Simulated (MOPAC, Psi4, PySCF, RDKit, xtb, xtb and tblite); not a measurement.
Two geometries of C₄H₁₅BO₂Si₂, SMILES C(C)(C)(C)[SiH2][SiH2]B(O)O, relaxed at GFN2-xTB with one dihedral held; other torsions can differ between them too.

Structure A

```
24

C      1.2197    -0.7759     1.6725
C      1.8436    -2.1554     1.4619
C      0.8397    -3.0491     0.7361
C      2.1548    -2.7715     2.8253
Si     3.4499    -1.9812     0.4101
Si     3.0596    -0.8923    -1.6088
B      3.5673     1.0031    -1.5926
O      2.6398     1.9296    -1.2479
O      4.8516     1.3296    -1.8776
H      1.9043    -0.1214     2.2094
H      0.3014    -0.8536     2.2559
H      0.9772    -0.3079     0.7197
H      1.2520    -4.0442     0.5830
H     -0.0771    -3.1485     1.3183
H      0.5819    -2.6344    -0.2359
H      2.5946    -3.7594     2.7093
H      1.2460    -2.8709     3.4197
H      2.8564    -2.1515     3.3790
H      4.4221    -1.2887     1.2827
H      3.9989    -3.3411     0.2731
H      3.7765    -1.6527    -2.6496
H      1.6453    -1.0842    -1.9941
H      2.9073     2.8520    -1.2153
H      5.1048     2.2559    -1.8415
```

Structure B

```
24

C      5.6346    -1.5401     1.5531
C      4.6910    -1.2971     2.7304
C      4.1574     0.1332     2.6526
C      5.4765    -1.4623     4.0306
Si     3.2191    -2.5432     2.6585
Si     1.9206    -2.2595     0.7499
B      2.7708    -1.3092    -0.7485
O      2.7780     0.0475    -0.7398
O      3.3512    -2.0319    -1.7366
H      6.0481    -2.5462     1.5915
H      6.4647    -0.8323     1.5711
H      5.1131    -1.4237     0.6037
H      3.4825     0.3361     3.4818
H      4.9761     0.8529     2.7010
H      3.6147     0.2999     1.7236
H      4.8377    -1.2775     4.8909
H      6.3116    -0.7618     4.0697
H      5.8747    -2.4709     4.1148
H      3.8256    -3.8807     2.7930
H      2.4732    -2.3559     3.9148
H      1.4494    -3.6006     0.3587
H      0.6757    -1.5909     1.1778
H      3.1991     0.5069    -1.4712
H      3.7717    -1.5626    -2.4621
```

Q: Which is lower in energy at the level B3LYP-D3(BJ)/def2-SVP // GFN2-xTB (Psi4 1.11), and by how much?

A: B is lower, by 2.81 kJ/mol (dihedral C2–Si5–Si6–B7: 100° in A, 20° in B).

E(B) − E(A) in kJ/mol at the other levels, on the same two geometries: GFN2-xTB (xtb and tblite) -3.05; B3LYP/def2-SVP // GFN2-xTB (Psi4) 1.03; PBE/def2-SVP // GFN2-xTB (Psi4) 0.07; PBE-D3(BJ)/def2-SVP // GFN2-xTB (Psi4) -2.36; UFF // GFN2-xTB (RDKit) 4.06; PM3, restricted, heats of formation // GFN2-xTB (MOPAC) 4.41; AM1, restricted, heats of formation // GFN2-xTB (MOPAC) 2.28; GFN1-xTB // GFN2-xTB (xtb) -2.27; restricted B3LYP/6-31G*, spherical d, density fitting // GFN2-xTB (PySCF) 0.66; restricted Hartree-Fock/STO-3G // GFN2-xTB (PySCF) 0.78.
